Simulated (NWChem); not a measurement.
Species: C4H5N2 cation; SMILES c1[nH+]ccnc1

```xyz
11

C      0.0000     1.1447    -0.7536
C      0.0000     1.1754     0.6388
N      0.0000     0.0000     1.2841
C      0.0000    -1.1754     0.6388
C      0.0000    -1.1447    -0.7536
N      0.0000     0.0000    -1.4272
H      0.0000     2.0787    -1.3247
H      0.0000     2.0906     1.2344
H      0.0000     0.0000     2.3071
H      0.0000    -2.0906     1.2344
H      0.0000    -2.0787    -1.3247
```
Atoms are numbered in this order, from 1.

Results from NWChem. Structure relaxed at the PBE0/def2-SVP level. Level: M05-2X/def2-SVP with SMD (1 M gas to 1 M solution), gas-phase geometry. Reactions with the solvent are ignored.

**Question.** Among these, which solvent gives the highest value of “cavity-dispersion-structure term (kcal/mol)”?
(A) ethylene glycol
(B) benzene
(C) 2-propanol
(D) tetrahydrofuran

**Answer.** A, ethylene glycol. Values: benzene -1.7; tetrahydrofuran -0.4; 2-propanol 0.5; ethylene glycol 3.4
